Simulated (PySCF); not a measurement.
C4H7O, SMILES C[CH]C(C)=O, multiplicity 2. Atoms are numbered in the order given.

```xyz
12

C      0.0976    -2.0450     0.0000
C      0.6817    -0.6827     0.0000
C     -0.1457     0.5072     0.0000
C      0.5584     1.8542     0.0000
O     -1.3760     0.4282     0.0000
H     -0.9994    -1.9882     0.0000
H      0.4317    -2.6225    -0.8822
H      0.4317    -2.6225     0.8822
H      1.7710    -0.5650     0.0000
H      1.2052     1.9570     0.8870
H     -0.1903     2.6567     0.0000
H      1.2052     1.9570    -0.8870
```
Charge 0, spin multiplicity 2.

The structure is a stationary point at B3LYP-D3(BJ)/def2-SVP. The isomer is the one that the SMILES or the coordinates give; other isomers of the formula were not compared. One conformer was computed; it need not be the lowest.

Two levels are set side by side: PBE/pcH-1 (PySCF) and B3LYP/pcH-1 (PySCF). Contact hyperfine couplings, same geometry. Differences are taken from unrounded values.

```tsv
quantity	B3LYP	PBE	PBE minus B3LYP
A(iso) of 13C, atom C1 (MHz)	-27.4	-25.4	2.0
A(iso) of 13C, atom C2 (MHz)	70.7	58.3	-12.4
A(iso) of 13C, atom C3 (MHz)	-37.8	-31.0	6.8
A(iso) of 13C, atom C4 (MHz)	-2.8	-4.3	-1.5
A(iso) of 17O, atom O5 (MHz)	-18.7	-9.4	9.2
A(iso) of 1H, atom H6 (MHz)	2.1	1.1	-1.0
A(iso) of 1H, atom H7 (MHz)	100.4	98.9	-1.5
A(iso) of 1H, atom H8 (MHz)	100.4	98.9	-1.5
A(iso) of 1H, atom H9 (MHz)	-51.7	-48.2	3.5
A(iso) of 1H, atom H10 (MHz)	1.5	5.9	4.5
A(iso) of 1H, atom H11 (MHz)	-1.8	-1.6	0.1
A(iso) of 1H, atom H12 (MHz)	1.5	5.9	4.5
```

Rough cost on one machine, each run with all the roots and properties that it gave: B3LYP against PBE within a factor of 2.
